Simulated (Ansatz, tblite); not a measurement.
Adding an electron: Be₂Se₂⁺. The state is a doublet with charge 1. Geometry: PBE0-D4/def2-TZVP. Ansatz, gas phase; energy differences of separate SCF runs; the reduced species is a singlet (the triplet lies 2.13 eV higher at PBE0-D4/def2-TZVP).

Cartesian coordinates in Å:
```
Be 0.611 -0.035 0.857
Be -0.611 0.035 -0.858
Se 0.492 1.689 -0.281
Se -0.492 -1.689 0.282
```

The xTB rows come from tblite. The structure comes from a short search, and lower isomers may exist.

```csv
level,−HOMO (eV),−LUMO (eV),vertical EA (eV),HOMO–LUMO gap (eV)
GFN1-xTB,–,–,12.27,–
GFN2-xTB,–,–,13.62,–
PBE-D4/def2-TZVP,11.98,11.08,8.30,0.89
r2SCAN-D4/def2-TZVP,12.35,11.00,8.41,1.36
PBE0-D4/def2-TZVP,13.08,10.36,8.45,2.72
```

  HOMO and LUMO are the levels of the spin that leaves or enters (xTB has no such levels and no spin-polarisation term). Other spin states of the ions may lie lower, which would lower the ionisation energy or raise the affinity. Raw xTB energy differences between charge states are shifted by several eV; the methods need an empirical correction for them.
